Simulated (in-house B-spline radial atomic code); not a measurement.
## The dysprosium ion Dy⁸⁺: [Kr] 4d10 (4f5/2)5 (4f7/2)2 5s2 (5p1/2)2 (5d3/2)1 (an excited or competing configuration)

All numbers are computed (Dirac-Hartree-Fock, average of the jj configuration; Fermi nucleus of rms radius 5.2218 fm) with a radial B-spline atomic code at the basis-set limit, not measured.

Effective charges: Z_r = [3n² - l(l+1)]/(2<r>) from the radius, Z_e = n√(-2ε) from the energy, and Slater's rules. Values are occupation-weighted means over j. An effective charge above Z reflects the relativistic contraction of the inner shells.

| shell | electrons | ε (eV) | <r> (bohr) | Z_r | Z_e | Slater |
| --- | --- | --- | --- | --- | --- | --- |
| 1s | 2 | -54249 | 0.02111 | 71.04 | 63.14 | 65.70 |
| 2s | 2 | -9272.5 | 0.08915 | 67.30 | 52.21 | 61.85 |
| 2p | 6 | -8269.2 | 0.07914 | 63.18 | 49.31 | 61.85 |
| 3s | 2 | -2227.3 | 0.2333 | 57.85 | 38.38 | 54.75 |
| 3p | 6 | -1909.7 | 0.2322 | 53.84 | 35.54 | 54.75 |
| 3d | 10 | -1485 | 0.2119 | 49.56 | 31.34 | 44.85 |
| 4s | 2 | -576.57 | 0.5273 | 45.52 | 26.04 | 38.25 |
| 4p | 6 | -467.78 | 0.5566 | 41.32 | 23.45 | 38.25 |
| 4d | 10 | -312.94 | 0.5993 | 35.04 | 19.18 | 26.85 |
| 5s | 2 | -172.58 | 1.183 | 31.69 | 17.81 | 15.70 |
| 4f | 7 | -149.65 | 0.6917 | 26.02 | 13.27 | 17.90 |
| 5p | 2 | -149.13 | 1.266 | 28.82 | 16.55 | 15.70 |
| 5d | 1 | -104.13 | 1.549 | 22.27 | 13.83 | 9.00 |

The least bound orbital is 5d3/2 at -104.1 eV, and it is also the most diffuse (<r> = 1.549 bohr).

For the 1s electron the small component carries 6.07 % of the norm, the zero-frequency Breit interaction raises the level by 166.8 eV, self-energy by 100.7 eV, and vacuum polarisation lowers it by 16.91 eV.
